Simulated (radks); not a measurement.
Values are calculated unless marked as measured or tabulated.
Question: The mean radii <r> (bohr) of the occupied orbitals of an atom or ion are listed with their occupations. Code: a radial shooting solver on a logarithmic mesh with Libxc functionals. Model: non-relativistic Kohn-Sham, SCAN, spin-polarised, spherical densities, point nucleus; meta-GGA in the generalised Kohn-Sham scheme.

orbital  occ.     <r>
1s up       1  0.1117
1s down     1  0.1117
2s up       1  0.5671
2s down     1  0.5674
2p up       3  0.5367
2p down     3  0.5368
3s up       1   2.191
3s down     1   2.181
3p up       2   2.721

Name the element and its charge. Open shells, if any, are filled with parallel spins first.

Answer: Z = 14, silicon, charge 0: Si in [Ne] 3s2 3p2. The 1s radius gives Z: for a bare nucleus <r> = 1.5/Z, 0.1071 bohr for Z = 14, and screening makes it slightly larger (0.1117 here). The occupations add up to 14, and the charge is Z minus that.
